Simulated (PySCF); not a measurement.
Consider 3-fluorophenylacetylene, `C#Cc1cccc(F)c1` (C8H5F). Atom numbers as in the mapped SMILES `[CH:1]#[C:2][c:3]1[cH:4][cH:5][cH:6][c:7]([F:8])[cH:9]1`. These are map numbers, not IUPAC locants.

Energies: ωB97X-D3(BJ)/def2-TZVP (PySCF, density fitting, integration grid level 2) on PBE0-D3(BJ)/def2-SVP structures. ωB97X-D3(BJ) is ωB97X-V with D3(BJ) in place of VV10. Zero-point and thermal terms (298.15 K, 1 bar) come from unscaled PBE0-D3(BJ)/def2-SVP harmonic frequencies, with soft modes damped to free rotors in the entropy.

Problem. Rank these of its sites by proton affinity, highest first.
A. C1 (alkyne carbon)
B. C9 (aromatic carbon)
C. C5 (aromatic carbon)
D. C4 (aromatic carbon)

Solution. A (837 kJ/mol), D (788 kJ/mol), B (777 kJ/mol), C (729 kJ/mol).

Not ranked, since the method can't order them against a listed neighbour: C6 (782 kJ/mol).

Problem. For C4 (aromatic carbon), what are ΔE (electronic) and ΔG(298 K) of removing the proton again?

Solution. ΔE = 810 and ΔG = 758 kJ/mol, beside ΔH = 788 kJ/mol. The protonated species is `C#CC1=CC(=[F+])C=CC1`.

Problem. Of those listed, which site of protonation is favoured in THF (IEF-PCM), and by how much?

Solution. C1 (alkyne carbon), by 45 kJ/mol over C4 (aromatic carbon); the gas phase favours the same one.

Caveats: the order of C4 and C6, of C6 and C9 is undecided: the gaps lie inside the method's error (some 10 kJ/mol, one structure a species).
